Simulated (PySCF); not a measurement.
Method: PySCF with PBE-D3(BJ)/def2-TZVP // B3LYP-D3(BJ)/def2-TZVP. Isolated molecules, 0 K electronic values unless said otherwise. One relaxed conformer stands for a flexible species; it need not be the lowest. Excitations are Tamm–Dancoff values on a coarser integration grid. The basis has no diffuse functions, so Rydberg states are missing or too high.

Reference species (SMILES): `[SH][Ga]([OH])[OH]` (neutral, multiplicity 1).

```yaml
LUMO: -1.85 eV
S1–T1 gap (TDA): 0.31 eV
```

Changed species: `[OH][Ga]([SH])[SH]` (2 of 3 OH replaced by SH; the reference has 1 of 3 OH replaced by SH).

Question: Give the shifts of the LUMO and S1–T1 gap (TDA).

Answer: the LUMO stays essentially unchanged; the S1–T1 gap (TDA) decreases by 0.02 eV, to 0.29 eV.
